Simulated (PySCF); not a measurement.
# MN15 on Li (lithium, neutral)

Configuration: [He] 2s1, 2S determinant. All numbers are calculated (PySCF 2.14, no relativity, point nucleus, in pcseg-2 (4s2p1d, 15 functions)).

* Total energy: -7.4888 hartree
* One-electron energy: -9.6988 hartree
* Hartree (Coulomb) energy: 4.0348 hartree
* Exchange-correlation energy: -1.8248 hartree
* Kinetic energy: 7.40411 hartree
* ⟨S²⟩: 0.7500
* ⟨L²⟩: 0.000
* Sum of ⟨r⟩: 5.050 bohr
* Sum of ⟨r²⟩: 18.97 bohr²
* Density at the nucleus (Gaussians lack the cusp): 13.4 bohr⁻³
* Spin density at the nucleus: 0.201 bohr⁻³
* Langevin diamagnetic susceptibility: -15.0 ×10⁻⁶ cm³/mol
* Time after the integrals: 0.07 s of wall time on 1 thread of Neoverse-V1 (shared host)

```csv
shell,electrons,mean orbital energy (hartree),"rms radius, mean of both spins (bohr)"
1s α,1,-2.09088,0.682
1s β,1,-2.07863,0.682
2s α,1,-0.12116,4.25
```
